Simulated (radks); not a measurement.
Results of a calculation; reference values are marked as such.
How relativity changes the ionisation of neutral rhenium ([Xe] 4f14 5d5 6s2) to Re+ ([Xe] 4f14 5d5 6s1). Spin-unpolarised spherical Kohn-Sham, PBE, point nucleus unless stated (finite: rms radius 5.3698 fm), a radial shooting solver on a logarithmic mesh with Libxc functionals. A level marked "c x" has the speed of light scaled by that factor and shares open shells by 2j + 1; other Dirac levels either fill j = l - 1/2 first or share by 2j + 1.

| level | E(Re) (hartree) | E(Re+) (hartree) | IE (eV) | HOMO | <r> HOMO (bohr) |
|---|---|---|---|---|---|
| non-rel. | -15788.0777 | -15787.7880 | 7.883 | 6s | 3.431 |
| scalar-rel. | -16692.2275 | -16691.8876 | 9.248 | 5d | 1.932 |
| scalar-rel., finite nucleus | -16689.4328 | -16689.0931 | 9.245 | 5d | 1.932 |
| Dirac, 2j+1 shares | -16717.7777 | -16717.4376 | 9.255 | 5d5/2 | 1.972 |
| Dirac, low j first | -16717.8420 | -16717.5054 | 9.160 | 5d5/2 | 1.990 |
| Dirac, 2j+1 shares, finite nucleus | -16714.9559 | -16714.6159 | 9.251 | 5d5/2 | 1.972 |
| Dirac, c x 1.5 | -16164.6069 | -16164.2982 | 8.400 | 6s1/2 | 3.280 |
| Dirac, c x 2 | -15993.7547 | -15993.4549 | 8.159 | 6s1/2 | 3.347 |
| Dirac, c x 10 | -15796.0273 | -15795.7373 | 7.893 | 6s1/2 | 3.427 |

NIST Atomic Spectra Database: 7.834 eV (measured). The relativistic part of the total energy of Re is -926.9 hartree (Dirac, 2j+1 shares, finite nucleus), 5.9 % of the non-relativistic value. Spin polarisation and multiplet splitting of open shells are left out at every level.

Beside tabulated values, note that relativity, absent from the non-relativistic runs, is large for the heavy elements, and spin-unpolarised runs miss the spin-polarisation part of the exchange energy of open shells.
